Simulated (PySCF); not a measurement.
Electronic structure of Sr (strontium, neutral) at the UHF level

Configuration: [Kr] 5s2, closed-shell 1S. Computed with PySCF 2.14 in x2c-SVPall, with the spin-free X2C one-electron Hamiltonian (Gaussian nucleus).

```json
{"Total energy": "-3177.024168 hartree", "One-electron energy": "-4395.2231 hartree", "Hartree (Coulomb) energy": "1322.1519 hartree", "Exchange energy": "-103.9529 hartree", "⟨S²⟩": "0.0000", "⟨L²⟩": "0.000", "Sum of ⟨r⟩": "31.59 bohr", "Sum of ⟨r²⟩": "74.51 bohr²", "Langevin diamagnetic susceptibility": "-59.0 ×10⁻⁶ cm³/mol", "Time after the integrals": "0.09 s of wall time on 1 thread of Intel(R) Xeon(R) 6975P-C (shared host)"}
```

| shell | electrons | mean orbital energy (hartree) | rms radius, mean of both spins (bohr) |
| --- | --- | --- | --- |
| 1s | 2 | -595.24319 | 0.0451 |
| 2s | 2 | -83.11568 | 0.187 |
| 2p | 6 | -73.68866 | 0.166 |
| 3s | 2 | -13.97676 | 0.524 |
| 3p | 6 | -10.82606 | 0.535 |
| 3d | 10 | -5.61683 | 0.547 |
| 4s | 2 | -1.95705 | 1.46 |
| 4p | 6 | -1.10341 | 1.69 |
| 5s | 2 | -0.18135 | 4.88 |

Densities and radii are taken from the X2C orbitals without a picture-change correction, which distorts them close to the nucleus.
